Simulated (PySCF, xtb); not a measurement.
C3H7BFN, SMILES C=C(C)B(N)F. Other conformers were not sampled.

Harmonic wavenumbers (cm⁻¹) from GFN2-xTB (xtb) at its own minimum, in rising order: 53, 161, 179, 271, 318, 387, 451, 529, 559, 577, 685, 701, 831, 921, 964, 1013, 1038, 1152, 1281, 1368, 1393, 1418, 1485, 1493, 1520, 1674, 3001, 3013, 3031, 3072, 3123, 3508, 3563.

### Question
What does PBE-D3(BJ)/def2-SVP (PySCF) give at its own minimum? (Estimate from the structure and the level; the computed values follow.)

### Answer
67, 180, 192, 290, 324, 397, 441, 456, 569, 619, 675, 730, 852, 928, 934, 970, 1010, 1152, 1320, 1351, 1360, 1374, 1402, 1417, 1543, 1648, 2947, 3015, 3050, 3052, 3154, 3529, 3638. Paired by order, the mean absolute difference is 29 cm⁻¹ and the zero-point energies are 63.9 and 63.7 kcal/mol.
